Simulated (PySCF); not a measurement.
diphosphane (H4P2), singlet, geometry from GFN2-xTB; DF-R2SCAN/aug-cc-pVTZ run with PySCF.

PySCF was given this input:
```python
from pyscf import gto, scf, dft
import numpy

mol = gto.M(
    atom='''
P    -0.965396   -0.475135   -0.032796
P     0.965396    0.475135    0.032796
H    -1.490207    0.307609    0.996179
H    -1.462384    0.389462   -1.008694
H     1.462384   -0.389462    1.008694
H     1.490207   -0.307609   -0.996179
''',
    basis='aug-cc-pvtz',
    charge=0,
    spin=0,
    verbose=4,
    cart=True,
)
print('smallest overlap eigenvalue', numpy.linalg.eigvalsh(mol.intor('int1e_ovlp'))[0])

mf = dft.RKS(mol)
mf.xc = 'r2scan'
mf = mf.density_fit(auxbasis='def2-universal-jkfit')
mf.kernel()
```

**Question.** What does PySCF print? Leave out banner, timings and long lists.

**Answer.** 
```
PySCF version 2.14.0

[INPUT] verbose = 4
[INPUT] num. atoms = 6
[INPUT] num. electrons = 34
[INPUT] charge = 0
[INPUT] spin (= nelec alpha-beta = 2S) = 0
[INPUT] symmetry False subgroup None
[INPUT] Mole.unit = angstrom
[INPUT] Cartesian GTO integrals (6d 10f)
[INPUT] Symbol           X                Y                Z      unit          X                Y                Z       unit  Magmom
[INPUT]  1 P     -0.965396000000  -0.475135000000  -0.032796000000 AA   -1.824334041751  -0.897875022195  -0.061975457981 Bohr   0.0
[INPUT]  2 P      0.965396000000   0.475135000000   0.032796000000 AA    1.824334041751   0.897875022195   0.061975457981 Bohr   0.0
[INPUT]  3 H     -1.490207000000   0.307609000000   0.996179000000 AA   -2.816083098910   0.581296763451   1.882505481043 Bohr   0.0
[INPUT]  4 H     -1.462384000000   0.389462000000  -1.008694000000 AA   -2.763505248946   0.735976515925  -1.906155403492 Bohr   0.0
[INPUT]  5 H      1.462384000000  -0.389462000000   1.008694000000 AA    2.763505248946  -0.735976515925   1.906155403492 Bohr   0.0
[INPUT]  6 H      1.490207000000  -0.307609000000  -0.996179000000 AA    2.816083098910  -0.581296763451  -1.882505481043 Bohr   0.0

nuclear repulsion = 91.2375462405938
number of shells = 62
number of NR pGTOs = 276
number of NR cGTOs = 218
basis = aug-cc-pvtz
ecp = {}
smallest overlap eigenvalue 7.99117069413822e-06

******** <class 'pyscf.df.df_jk.DFRKS'> ********
method = DFRKS
initial guess = minao
damping factor = 0
level_shift factor = 0
DIIS = <class 'pyscf.scf.diis.CDIIS'>
diis_start_cycle = 1
diis_space = 8
diis_damp = 0
SCF conv_tol = 1e-09
SCF conv_tol_grad = None
SCF max_cycles = 50
direct_scf = False
XC library pyscf.dft.libxc version 7.1.2
    S. Lehtola, C. Steigemann, M. J. T. Oliveira, and M. A. L. Marques,  SoftwareX 7, 1–5 (2018)
XC functionals = r2scan
    J. W. Furness, A. D. Kaplan, J. Ning, J. P. Perdew, and J. Sun,  J. Phys. Chem. Lett. 11, 8208–8215 (2020)
    J. W. Furness, A. D. Kaplan, J. Ning, J. P. Perdew, and J. Sun,  J. Phys. Chem. Lett. 11, 9248–9248 (2020)
    J. W. Furness, A. D. Kaplan, J. Ning, J. P. Perdew, and J. Sun,  J. Phys. Chem. Lett. 11, 8208–8215 (2020)
    J. W. Furness, A. D. Kaplan, J. Ning, J. P. Perdew, and J. Sun,  J. Phys. Chem. Lett. 11, 9248–9248 (2020)
radial grids:
    Treutler-Ahlrichs [JCP 102, 346 (1995); DOI:10.1063/1.469408] (M4) radial grids

becke partition: Becke, JCP 88, 2547 (1988); DOI:10.1063/1.454033
pruning grids: <function nwchem_prune>
grids dens level: 3
symmetrized grids: False
atomic radii adjust function: <function treutler_atomic_radii_adjust>
small_rho_cutoff = 0
Set gradient conv threshold to 3.16228e-05
Initial guess from minao.
tot grids = 77592
init E= -685.039332281586
  HOMO = -0.259600362509712  LUMO = -0.055334721754089  gap/eV = 5.55835
cycle= 1 E= -685.064550926652  delta_E= -0.0252  |g|= 0.143  |ddm|=  2.7
  HOMO = -0.199681509075358  LUMO = -0.00573398088955466  gap/eV = 5.27758
cycle= 2 E= -685.066749522555  delta_E= -0.0022  |g|= 0.0973  |ddm|= 0.839
  HOMO = -0.220422561997044  LUMO = -0.0230432222696404  gap/eV = 5.37097
cycle= 3 E= -685.069673244431  delta_E= -0.00292  |g|= 0.0377  |ddm|= 0.166
  HOMO = -0.218648380885501  LUMO = -0.0214481183779953  gap/eV = 5.36609
cycle= 4 E= -685.070049793232  delta_E= -0.000377  |g|= 0.00525  |ddm|= 0.0902
  HOMO = -0.218688203805897  LUMO = -0.021345395216446  gap/eV = 5.36997
cycle= 5 E= -685.070059110954  delta_E= -9.32e-06  |g|= 0.00138  |ddm|= 0.0092
  HOMO = -0.218842358265341  LUMO = -0.021474941299465  gap/eV = 5.37064
cycle= 6 E= -685.070059637897  delta_E= -5.27e-07  |g|= 0.000129  |ddm|= 0.00353
  HOMO = -0.21883089130084  LUMO = -0.0214744632797066  gap/eV = 5.37034
cycle= 7 E= -685.070059643363  delta_E= -5.47e-09  |g|= 4.85e-05  |ddm|= 0.000481
  HOMO = -0.218838352002194  LUMO = -0.0214790053979337  gap/eV = 5.37042
cycle= 8 E= -685.070059644258  delta_E= -8.94e-10  |g|= 4.76e-06  |ddm|= 0.000213
  HOMO = -0.218838573116585  LUMO = -0.0214792845378608  gap/eV = 5.37042
Extra cycle  E= -685.070059644287  delta_E= -2.91e-11  |g|= 3.19e-06  |ddm|= 3.89e-05
converged SCF energy = -685.070059644287
```
